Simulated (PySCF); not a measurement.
Input of a run (PBE0-D3(BJ)/def2-SVP geometry optimisation, gas phase (PySCF 2.14.0)), started from a GFN2-xTB structure with every atom displaced at random (by about 0.01 Å):
```
{"job": {"xc": "PBE0", "basis": "def2-SVP", "d3": "d3bj", "grid": 1, "shake": 0.01, "kind": "geom"}, "charge": 0, "multiplicity": 1}
Si    -2.067280     0.715870    -0.248500
O     -1.181860    -0.611280    -0.271500
Si    -0.220020    -1.700250     0.393370
Se     1.523470    -0.645620     1.510730
Si     2.251970     0.763600    -0.112450
H     -2.170210     1.095430    -1.669570
H     -3.359080     0.366760     0.340050
H     -1.390830     1.766780     0.537530
H      0.327280    -2.438230    -0.710620
H     -0.917300    -2.461100     1.421630
H      3.514790     1.251190     0.432810
H      1.299080     1.853290    -0.283490
H      2.395830     0.026700    -1.350310
```

Output (energies in Eh, forces in Eh/bohr):
```
step   0  E = -3348.81596022  max force = 0.030435
step   1  E = -3348.82745864  max force = 0.005177
step   2  E = -3348.82773271  max force = 0.001629
step   3  E = -3348.82783999  max force = 0.001346
step   4  E = -3348.82790387  max force = 0.001791
step   5  E = -3348.82797997  max force = 0.002413
step   6  E = -3348.82803018  max force = 0.001738
step   7  E = -3348.82805995  max force = 0.000680
step   8  E = -3348.82805971  max force = 0.000628
step   9  E = -3348.82805917  max force = 0.000439
optimisation converged
```

Q: Summarise the run.

A: The energy falls by 7.6 kcal/mol over 10 energy and gradient evaluations, the largest force component goes from 0.0304 to 4.4e-04 Eh/bohr, and the atoms move by 0.212 Å rms after alignment. The bond that changes most is Si1–O2 (oxygen-bound silicon to siloxane oxygen), which lengthens by 0.070 Å. Bonds longer at the end by more than 0.005 Å: 11 of 12; shorter: 1. Among the angles that change most is Si1–O2–Si3, from 153.5° to 144.7°. The energy never rose by more than 1e-6 Eh on the way. The first step brought 95 % of the lowering.

Q: What are the final bond lengths?

A: Si1–O2 1.666 Å, O2–Si3 1.654 Å, Si3–Se4 2.282 Å, Se4–Si5 2.289 Å, Si1–H6 1.489 Å, Si1–H7 1.492 Å, Si1–H8 1.493 Å, Si3–H9 1.487 Å, Si3–H10 1.491 Å, Si5–H11 1.490 Å, Si5–H12 1.493 Å, Si5–H13 1.493 Å. Numbering counts from 1 in the input's order; the species is `[SiH2]([Se][SiH3])O[SiH3]`.

The run used 140 basis functions and 63 SCF cycles in all.

Not checked by PBE0-D3(BJ)/def2-SVP frequencies. The numbers are those of one conformer.

Shape of the structure used: `[SiH3:1][O:2][SiH2:3][Se:4][SiH3:5]`: Si1–O2–Si3–Se4 -51°, O2–Si3–Se4–Si5 -51°.
